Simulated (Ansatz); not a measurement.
Consider the cleavage of the Si–Ga bond: `N[SiH2][GaH2]` + `N[SiH](O)F` → `N[SiH2]O[SiH](N)F` + `[GaH3]`.

Program: Ansatz. Geometries: PBE0-D4/def2-TZVP. ΔE: electronic, gas phase. CCSD(T)/CBS is the MP2 limit (def2-TZVPP, def2-QZVPP) plus CCSD(T) − MP2 in def2-TZVPP, frozen cores. This one scheme is used for every species. DFT in def2-TZVPP. For Ga outer-core shells are correlated without core-valence functions, which leaves a few kJ/mol of doubt a bond. Scalar relativity is left out up to krypton. Each species was taken in one conformer, which may not be the lowest.

```
       level  ΔE (eV)
      PBE-D4    -1.00
   r2SCAN-D4    -1.20
     ωB97X-V    -1.24
HF/CBS(def2)    -1.48
```

Question: What does CCSD(T)/CBS give? (Best estimate.)

Answer: Computed: -1.22 eV. The listed levels differ from it by 0.22, 0.02, -0.02, -0.26 eV.

Largest T1 diagnostic among the species: 0.013.

The D4 term adds −0.07 eV with B3LYP and −0.04 eV with PBE0; it sums over pairs of atoms, weighted by their polarisabilities, and B3LYP, whose exchange is more repulsive, gets the larger term. From PBE to PBE0 (25 % exact exchange), in def2-TZVPP and without D4, ΔE moves by −0.10 eV.

B3LYP here is the variant with VWN-RPA as its local correlation; programs differ in this.
